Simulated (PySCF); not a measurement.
Cartesian coordinates (Å):
SMILES: N(CO)=C
```xyz
9

C      1.4766     0.3225    -0.2640
N      0.2495     0.5299    -0.4566
C     -0.7068    -0.1356     0.4052
O     -1.6999    -0.7712    -0.3634
H      2.2101     0.8203    -0.8950
H      1.8600    -0.3451     0.5177
H     -0.2528    -0.9162     1.0268
H     -1.1391     0.6339     1.0583
H     -1.9976    -0.1384    -1.0290
```
Charge 0, multiplicity 1.

Estimate the dipole moment, HOMO and total energy that PBE-D3(BJ)/def2-TZVP // B3LYP-D3(BJ)/def2-TZVP in PySCF returns for this input.


| Quantity | Result |
|---|---|
| dipole moment | 1.55 D |
| HOMO | -6.25 eV |
| total energy | -208.9979 Ha |
